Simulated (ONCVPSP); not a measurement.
## What one change does to a pseudopotential (Te (Z = 52), ONCV)

tellurium, optimised norm-conserving Vanderbilt (ONCV), made with ONCVPSP 4.0.1 (LDA (Perdew-Wang 92), non-relativistic). Core [Ar] 3d10, reference 4s2 4p6 4d10 5s2 5p4. Waves: 4s+5s: rc 1.50 bohr, ncon 3, nbas 7, qcut 6.2 1/bohr, 2 projectors; 4p+5p: rc 1.50 bohr, ncon 4, nbas 8, qcut 8.8 1/bohr, 2 projectors; 4d: rc 1.05 bohr, ncon 4, nbas 8, qcut 8.8 1/bohr, 2 projectors, debl 1.9 Ha. Local part: polynomial inside 1.00 bohr (lpopt 5, dvloc0 0 Ha). Core correction: polynomial model core, fcfact 0.45.

Change: d: rc 1.22.

Cutoffs: the cutoffs (Ha) at which the residual kinetic energy of the hardest occupied pseudo-wave falls to 1 and 0.1 mHa per electron; they do not see the model core or the augmentation charge, which bear on the density cutoff. Errors are all-electron minus pseudo energies relative to the spin-unpolarised reference configuration.

Problem. How do hardness, ghosts and transferability respond?

Solution. The potential gets softer (118 Ha and 207 Ha → 61 Ha and 151 Ha); of the 4 tests that both files solve, the error grows in 1 and shrinks in 1 by more than 15 % and 0.3 meV (median size 0.5 → 0.4 meV); neither file shows a bound ghost. A larger radius leaves more room for a smooth pseudo-wave, so fewer plane waves are needed.

```tsv
quantity	base	changed
cutoff, loose	118 Ha	61 Ha
cutoff, tight	207 Ha	151 Ha
loose cutoff by channel	s 13 Ha, p 27 Ha, d 118 Ha	s 13 Ha, p 27 Ha, d 61 Ha
bound ghosts	none	none
GHOST(+) flags under 300 eV	none	none
error for 4s2 4p6 4d10 5s2 5p3, meV [ΔE 9.94 eV]	0.0	0.0
error for 4s2 4p6 4d10 5s2 5p2, meV [ΔE 28.08 eV]	+0.3	+0.2
error for 4s2 4p6 4d10 5s2 5p1, meV [ΔE 55.20 eV]	+0.8	+0.5
error for 4s2 4p6 4d9 5s2 5p5, meV [ΔE 40.28 eV]	+25	+36
s: phases at 1.52 bohr within 0.05 rad from the reference energy up to (Ha; the scan ends near 5)	4.0	4.0
p: phases at 1.52 bohr within 0.05 rad from the reference energy up to (Ha; the scan ends near 5)	to the end of the scan	to the end of the scan
rms error of d²Exc/dni dnj with the model core, mHa	1.47	1.48
```
